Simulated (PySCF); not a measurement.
How methods differ on the ionisation energy of Lu⁶⁹⁺

Lu⁶⁹⁺ 1s2 (1S) → Lu⁷⁰⁺ 1s1 (2S), as a difference of total energies. Calculation: PySCF 2.14, in an uncontracted even-tempered set (16 s from 200 bohr⁻², ratio 2.2; 7 p from 300 bohr⁻², ratio 2.4; 4 d from 900 bohr⁻², ratio 2.4; 3 f from 1300 bohr⁻², ratio 2.4; 3 g from 2000 bohr⁻², ratio 2.4); the spin-free X2C one-electron Hamiltonian (Gaussian nucleus). Correlated levels: nothing frozen; virtual orbitals above 40 to 60 times the deepest correlated orbital energy dropped. The calculations carry no spin-orbit coupling.

| method | ionisation energy (eV) |
| --- | --- |
| UHF | 72495.6 |
| MP2 (all electrons) | 72497.5 |
| SCS-MP2 (all electrons) | 72497.9 |
| CCSD (all electrons) | 72497.5 |

For this ion Breit and QED terms and the two-electron picture change, all absent here, outweigh the differences among the correlated methods.

With two correlated electrons CCSD is exact in that space.

For comparison: 72322.87 ± 0.15 eV (theoretical estimate listed by NIST; NIST Atomic Spectra Database, ionization energies).
